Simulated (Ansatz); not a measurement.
ClFH$_{7}$N$_{3}$Si$_{2}$ (`N[Si@H](F)N[Si@H](N)Cl`). Total charge 0; spin multiplicity 1. The structure was optimised at the PBE0-D4/def2-TZVP level. It is one conformer, not always the lowest.

```xyz
14

N     0.203   -1.830    0.573
Si    1.375   -0.790   -0.115
F     2.236   -0.305    1.138
N     0.586    0.469   -0.950
Si   -0.750    1.446   -0.481
N    -1.253    0.916    1.039
Cl   -2.167    1.289   -1.995
H    -0.468   -2.273   -0.037
H     0.483   -2.456    1.313
H     2.344   -1.391   -1.061
H     0.948    0.650   -1.876
H    -0.457    2.894   -0.445
H    -1.893    1.441    1.609
H    -1.187   -0.061    1.288
```

Task: What is the dipole moment at ωB97M-V/def2-TZVPP? (Best estimate.)

Result: The calculation gave: 2.09 D, with components (-0.32, -1.99, 0.55) D in this frame, pointing from negative to positive charge.

Task: And with PBE, r2SCAN, B3LYP? (Best estimate.)

Result: Computed: PBE 2.10 D, r2SCAN 2.11 D, B3LYP 2.07 D.

Task: Give the Mulliken charges with ωB97M-V, r2SCAN, PBE in def2-TZVPP. (An estimate is asked.)

Result: Computed: 
```tsv
atom	ωB97M-V	r2SCAN	PBE
N1	-0.39	-0.47	-0.40
Si2	0.62	0.69	0.54
F3	-0.31	-0.32	-0.28
N4	-0.33	-0.38	-0.26
Si5	0.52	0.62	0.46
N6	-0.36	-0.43	-0.36
Cl7	-0.25	-0.29	-0.26
H8	0.13	0.17	0.16
H9	0.13	0.17	0.16
H10	-0.06	-0.11	-0.11
H11	0.11	0.14	0.14
H12	-0.04	-0.09	-0.07
H13	0.11	0.15	0.15
H14	0.13	0.16	0.15
```

B3LYP here is the variant with VWN-RPA as its local correlation; programs differ in this.
